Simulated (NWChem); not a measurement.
System meant: C4H9S, doublet; SMILES C[CH]SCC

Here is an NWChem input.

```
start job
memory heap 200 mb stack 900 mb global 1100 mb
geometry units angstroms noautoz
  C      0.024237     2.754926     0.071195
  C     -0.540191     1.381283     0.002908
  S      0.530455     0.027740     0.033500
  C     -0.641107    -1.361842     0.045222
  C      0.108400    -2.680339     0.022448
  H      0.379339     3.127058    -0.910790
  H     -0.734899     3.469301     0.427109
  H      0.881843     2.805798     0.761712
  H     -1.553756     1.213649    -0.375822
  H     -1.268942    -1.275136     0.945831
  H     -1.297798    -1.266462    -0.834650
  H     -0.599796    -3.522624     0.030474
  H      0.764901    -2.782172     0.900009
  H      0.732732    -2.769560    -0.879570
end
basis spherical
  C library def2-svp
  S library def2-svp
  H library def2-svp
end
dft
  odft
  mult 2
  xc b3lyp
  iterations 4
  mulliken
end
task dft energy
```

End of the output:

```
     --------------------------
     Expectation value of S2:
     --------------------------
      <S2> =      0.7538 (Exact =     0.7500)

 center of mass
 --------------
 x =   0.05464861 y =   0.02103256 z =   0.00237149

 moments of inertia (a.u.)
 ------------------
        1035.993497952414           0.000000000000           0.000000000000
           0.000000000000         111.590200139276           0.000000000000
           0.000000000000           0.000000000000        1112.172839945896

     Multipole analysis of the density
     ---------------------------------

     L   x y z        total         alpha         beta         nuclear
     -   - - -        -----         -----         ----         -------
     0   0 0 0     -0.000000    -25.000000    -24.000000     49.000000

     1   1 0 0     -0.383706      0.081578     -0.465283      0.000000
     1   0 1 0     -0.295333     -1.226036      0.930703      0.000000
     1   0 0 1     -0.076966     -0.064226     -0.012740      0.000000

     2   2 0 0    -29.701600    -47.187875    -44.897960     62.384235
     2   1 1 0      0.455472      0.770925     -1.222704      0.907251
     2   1 0 1      0.339653      0.054454     -0.530624      0.815822
     2   0 2 0    -27.026241   -327.320519   -319.075776    619.370054
     2   0 1 1     -0.221467      0.084780      0.021822     -0.328069
     2   0 0 2    -30.619786    -25.232278    -22.884449     17.496941

 ------------------------------------------------------------------------
 dft energy failed                                                                                  0
 ------------------------------------------------------------------------
 ------------------------------------------------------------------------
  current input line :
    31: task dft energy
 ------------------------------------------------------------------------
 ------------------------------------------------------------------------
 This type of error is most commonly associated with calculations not reaching convergence criteria
 ------------------------------------------------------------------------
 For more information see the NWChem manual at https://nwchemgit.github.io

0:dft energy failed:Received an Error in Communication
```

Problem. Find the fault in this run and fix the input.

Solution. Convergence was not reached. Cause: the SCF was allowed too few iterations. This input runs:
```
start job
memory heap 200 mb stack 900 mb global 1100 mb
geometry units angstroms noautoz
  C      0.024237     2.754926     0.071195
  C     -0.540191     1.381283     0.002908
  S      0.530455     0.027740     0.033500
  C     -0.641107    -1.361842     0.045222
  C      0.108400    -2.680339     0.022448
  H      0.379339     3.127058    -0.910790
  H     -0.734899     3.469301     0.427109
  H      0.881843     2.805798     0.761712
  H     -1.553756     1.213649    -0.375822
  H     -1.268942    -1.275136     0.945831
  H     -1.297798    -1.266462    -0.834650
  H     -0.599796    -3.522624     0.030474
  H      0.764901    -2.782172     0.900009
  H      0.732732    -2.769560    -0.879570
end
basis spherical
  * library def2-svp
end
dft
  odft
  mult 2
  xc b3lyp
  iterations 150
  mulliken
end
task dft energy
```
It converges to -555.76196 Ha (B3LYP/def2-SVP, spin-unrestricted).
